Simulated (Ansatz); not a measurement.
A structure relaxed at r2SCAN-D4/def2-TZVPD in Ansatz, charge -1, doublet:

```
atom    x (Å)    y (Å)    z (Å)
 Zn1   0.6511   0.2937   0.5347
  I2  -0.2890  -2.1673   0.7979
  I3  -0.3621   1.8735  -1.3326
```

(1) Give its formula and point group.

(2) Summarise the bond lengths by kind (pairs closer than 1.2 times the sum of covalent radii, bridged metal pairs left out).

Results:

(1) the cluster ZnI₂⁻ (the lowest doublet isomer of a short search). Point group C2v (tolerance 0.1 Å).

(2) 2 × I–Zn 2.65 Å. The metal has 2 neighbours: I 2.65 Å, I 2.65 Å.

In the def2 sets I takes a core potential; there is no spin–orbit coupling. The relaxation made no stability test and no search for a lower SCF solution. The structure comes from a short search, and lower isomers may exist.
